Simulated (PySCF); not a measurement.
# Levels of Au⁶⁸⁺ from EOM-EA-GCCSD

Reference: closed-shell Au⁶⁹⁺, [Ne]; one electron is added. Calculated with PySCF 2.14, two-component X2C-1e with screened spin-orbit coupling, an uncontracted even-tempered set (16 s from 14 bohr⁻², ratio 2.6; 14 p from 18 bohr⁻², ratio 2.6; 6 d from 18 bohr⁻², ratio 2.8; 3 f from 380 bohr⁻², ratio 2.8); frozen 1s2; the 50 highest virtual spinors dropped; of the others 52 kept and the rest restored at second order. No Breit or QED terms. Binding energies in eV.

```tsv
level	Koopmans	second order	EOM-CCSD
3s1/2	8363.6	8364.5	8364.5
3p1/2	8186.1	8187.2	8187.2
3p3/2	7671.5	7672.4	7672.4
3d3/2	7465.1	7465.9	7465.9
3d5/2	7350.0	7350.6	7350.6
```

Electric-dipole lines between these computed levels:

| lower | upper | ΔE (eV) | vacuum wavelength (nm) |
| --- | --- | --- | --- |
| 3s1/2 | 3p1/2 | 177.31 | 6.993 |
| 3s1/2 | 3p3/2 | 692.11 | 1.791 |
| 3p1/2 | 3d3/2 | 721.31 | 1.719 |
| 3p3/2 | 3d3/2 | 206.51 | 6.004 |
| 3p3/2 | 3d5/2 | 321.77 | 3.853 |

For comparison, the ionisation energy of Au⁶⁸⁺ is 8360 ± 50 eV (theoretical estimate listed by NIST; NIST Atomic Spectra Database, ionization energies).

Only part of the computed levels is shown.
